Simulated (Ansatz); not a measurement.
`NC1(F)BN1`, relaxed with RKS PBE-D4/def2-SVP in the Gaussian-basis code of Ansatz from a rough embedded geometry. The force threshold is 0.03 eV/Å; the program also tests the step.

Charge 0, multiplicity 1.

Start:

```xyz
9

N    -1.178   -0.404   -0.114
C     0.052    0.083    0.417
F     0.112    0.267    1.759
B     1.370   -0.295   -0.283
N     0.696    1.136   -0.322
H    -1.960    0.322    0.177
H    -1.432   -1.286    0.308
H     2.150   -1.062   -0.713
H     0.190    1.239   -1.228
```

By how much does the energy fall, and how many steps does the optimiser take? (Estimate.)

Computed: 25.22 kcal/mol, in 11 steps, 1 of them rejected.

Which bonds change most? (Estimate.)

Computed: B4–N5 from 1.582 to 1.369 Å; N1–H6 from 1.106 to 1.031 Å; C2–F3 from 1.356 to 1.415 Å; B4–H8 from 1.175 to 1.202 Å.

Give the relaxed structure. (Best estimate.)

The calculation gave: 
```xyz
9

N    -1.317   -0.479   -0.018
C    -0.026   -0.009    0.317
F     0.030    0.499    1.637
B     1.320   -0.370   -0.397
N     0.686    0.825   -0.610
H    -2.040    0.179    0.307
H    -1.499   -1.373    0.453
H     2.287   -1.027   -0.676
H     0.557    1.756   -1.013
```
